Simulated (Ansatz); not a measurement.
Reaction (formal loss of a carbene): `[NH2][GeH2][CH2]F` → `[CH]F` + `[NH2][GeH3]`

Calculated with Ansatz (gas phase, PBE0-D4/def2-TZVP geometries, no zero-point term in ΔE). CCSD(T)/CBS is the MP2 limit (def2-TZVPP, def2-QZVPP) plus CCSD(T) − MP2 in def2-TZVPP, frozen cores. This one scheme is used for every species. Functionals use def2-TZVPP. B3LYP here is the variant with VWN-RPA as its local correlation; programs differ in this. For Ge outer-core shells are correlated without core-valence functions, which leaves a few kJ/mol of doubt a bond. Scalar relativity is left out up to krypton. Each species was taken in one conformer, which may not be the lowest.

`[NH2][GeH2][CH2]F`:

Cartesian coordinates in Å:
```
N -1.738 -0.551 -0.077
Ge -0.210 -0.002 0.784
C 1.281 0.421 -0.450
F 1.570 -0.695 -1.227
H -1.613 -1.392 -0.623
H -2.157 0.153 -0.669
H 0.223 -1.149 1.710
H -0.555 1.272 1.577
H 1.013 1.242 -1.121
H 2.187 0.702 0.097
```

`[CH]F`:

Z-matrix (Å, degrees):
```
C
F 1 1.301
H 1 1.126 2 102.3
```

`[NH2][GeH3]`:

Cartesian coordinates in Å:
```
N 0.901 0.666 0.308
Ge -0.446 -0.525 -0.097
H 1.368 1.043 -0.505
H 0.596 1.442 0.881
H -1.009 -1.032 1.239
H -1.605 0.075 -0.930
H 0.196 -1.669 -0.896
```

Is it downhill or uphill in electronic energy at CCSD(T)/CBS, and by how much? (Estimate.)

The calculation gave: Uphill: ΔE = +375.2 kJ/mol.

What do these levels give: PBE-D4, B3LYP-D4, LC-ωPBE, HF/def2-TZVPP, SCS-MP2/def2-TZVPP, HF/def2-QZVPP? (Best estimate.)

Ansatz gave: PBE-D4 390.2, B3LYP-D4 373.7, LC-ωPBE 392.0, HF/def2-TZVPP 324.3, SCS-MP2/def2-TZVPP 378.2, HF/def2-QZVPP 323.3 kJ/mol.

Largest T1 diagnostic among the species: 0.018.

From r2SCAN to r2SCAN0 (25 % exact exchange), in def2-TZVPP and without D4, ΔE moves by +3.2 kJ/mol. Leaving LDA and LC-ωPBE aside and taking each functional with its dispersion term where it has one, the values, not all of them listed here, spread over 34.1 kJ/mol, from BLYP-D4 to PBE-QIDH. LDA lies +50.4 kJ/mol from PBE without D4.
